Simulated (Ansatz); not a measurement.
C5H12Si, SMILES C[C@@H]1C[C@@]1(C)[SiH3].

Geometry: PBE-D3(BJ)/def2-SVP. The structure was generated by enumeration; whether it is a known compound was not checked.

Two levels are set side by side: PBE/def2-SVPD (Ansatz, a first-principles code) and CAM-B3LYP/def2-SVPD (Ansatz). Energy differences of separate SCF runs at the same geometry; the states with an electron removed or added have multiplicity 2 and 2. Differences are taken from unrounded values.

| quantity | CAM-B3LYP |
|---|---|
| vertical ionisation energy (eV) | 9.60 |
| vertical singlet–triplet gap (eV) | 7.26 |

Problem. What does PBE give, and how far is it from CAM-B3LYP? (Estimate from the structure and the level; the computed values follow.)

Solution. 
```tsv
quantity	PBE	PBE minus CAM-B3LYP
vertical ionisation energy (eV)	9.19	-0.42
vertical singlet–triplet gap (eV)	6.43	-0.83
```
